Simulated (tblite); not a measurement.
Start geometry of `CNc1[c]oc(F)c1` [radical] from a force field or distance geometry (Å):
```
atom  x, y, z in Å
C1    -2.1747   -0.0082   -0.4350
N2    -1.0276    0.3623    0.3403
C3     0.2406   -0.0216    0.0194
C4     0.6379   -0.7656   -1.0748
O5     1.9921   -0.9297   -1.0334
C6     2.4348   -0.2698    0.0567
F7     3.7274   -0.1890    0.4242
C8     1.4017    0.3122    0.7473
H9    -2.2960   -1.0960   -0.4814
H10   -3.0887    0.4082    0.0328
H11   -2.1158    0.3941   -1.4521
H12   -1.2123    0.9159    1.1788
H13    1.4763    0.8874    1.6596
```

Question: What comes out of this run: GFN2-xTB geometry optimisation, gas phase in tblite?

Answer: 
```
atom  x, y, z in Å
C1    -2.166   -0.054   -0.416
N2    -1.043    0.307    0.399
C3     0.222    0.019    0.057
C4     0.630   -0.480   -1.245
O5     1.969   -0.620   -1.159
C6     2.395   -0.183    0.035
F7     3.704   -0.191    0.249
C8     1.386    0.254    0.834
H9    -2.728   -0.877    0.034
H10   -2.835    0.800   -0.536
H11   -1.784   -0.369   -1.385
H12   -1.219    0.758    1.284
H13    1.464    0.636    1.830
```

The energy falls by 6.0 kcal/mol over 105 L-BFGS steps, the largest force on an atom goes from 1.95 to 0.007 eV/Å, and the atoms move by 0.407 Å rms after alignment. The bond that changes most is C3–C4 (ends: carbon bonded to 2 C and N; carbon bonded to C and O), which lengthens by 0.071 Å. Bonds longer at the end by more than 0.005 Å: 2 of 13; shorter: 9. Among the angles that change most is O5–C6–F7, from 124.4° to 117.1°. Among the dihedrals that turn most is H11–C1–N2–H12, from 120° to 171°. Rotational constants go from 7158, 1204, 1038 to 7224, 1226, 1056 MHz. The orientation of the end geometry is arbitrary; only internal coordinates are fixed.

Its GFN2-xTB frequencies are all real (lowest 68 cm⁻¹). 2 starts were optimised and ended at 0.00 and 0.74 kcal/mol (GFN2-xTB); the lowest of these is shown.

One conformer stands for the species.

These are computed values.
